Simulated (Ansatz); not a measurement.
`[AlH2][O][SiH3]` + `N[C](F)(F)[GeH3]` → `[AlH2][GeH3]` + `NC(F)(F)O[SiH3]`  (redistribution)

Calculated with Ansatz (gas phase, PBE0-D4/def2-TZVP geometries, no zero-point term in ΔE). CCSD(T)/CBS adds triple-zeta CCSD(T) − MP2 to the extrapolated MP2 energy (def2 sets, frozen cores). For Ge outer-core shells are correlated without core-valence functions, which leaves a few kJ/mol of doubt a bond. Scalar relativity is left out up to krypton. One conformer a species, not always the lowest.

`[AlH2][O][SiH3]`:

```xyz
8

Al   -1.341   -0.624   -1.144
O    -0.127   -0.077   -0.117
Si    1.030    0.477    0.878
H    -1.952   -2.054   -0.872
H    -1.798    0.324   -2.321
H     2.370    0.097    0.357
H     0.862   -0.101    2.238
H     0.957    1.959    0.980
```

`N[C](F)(F)[GeH3]`:

Cartesian coordinates in Å:
```
N 0.617 -0.738 1.338
C -0.363 0.061 0.700
F -1.568 -0.544 0.899
F -0.393 1.259 1.351
Ge -0.171 0.429 -1.269
H 0.648 -1.667 0.940
H 1.532 -0.311 1.280
H -0.161 -0.928 -1.990
H -1.321 1.306 -1.776
H 1.181 1.132 -1.474
```

`[AlH2][GeH3]`:

Z-matrix (Å, degrees):
```
Ge
Al 1 2.477
H 1 1.541 2 113.1
H 1 1.544 2 110.3 3 -118.9
H 1 1.541 2 113.2 3 122.2
H 2 1.588 1 120.3 3 30.1
H 2 1.588 1 120.3 3 -151.0
```

`NC(F)(F)O[SiH3]`:

```xyz
11

N     1.491   -0.578    1.251
C     0.754    0.166    0.325
F     0.308    1.309    0.915
F     1.517    0.626   -0.726
O    -0.268   -0.561   -0.163
Si   -1.660    0.062   -0.848
H     1.655   -1.513    0.906
H     2.363   -0.120    1.479
H    -2.282   -1.108   -1.504
H    -1.328    1.113   -1.838
H    -2.550    0.605    0.203
```

| level | ΔE (eV) |
| --- | --- |
| MP2/def2-TZVPP | 1.23 |
| SCS-MP2/def2-TZVPP | 1.24 |

(1) What does CCSD(T)/CBS give? (An estimate is asked.)

Largest T1 diagnostic among the species: 0.012.

Results:

(1) Ansatz gave: +1.17 eV. The listed levels differ from it by 0.06, 0.07 eV.

From PBE to PBE0 (25 % exact exchange), in def2-TZVPP and without D4, ΔE moves by −0.04 eV. In def2-TZVPP, CCSD(T) changes the Hartree–Fock value by +0.05 eV (the triples alone add +0.00 eV) and MP2 by +0.17 eV.
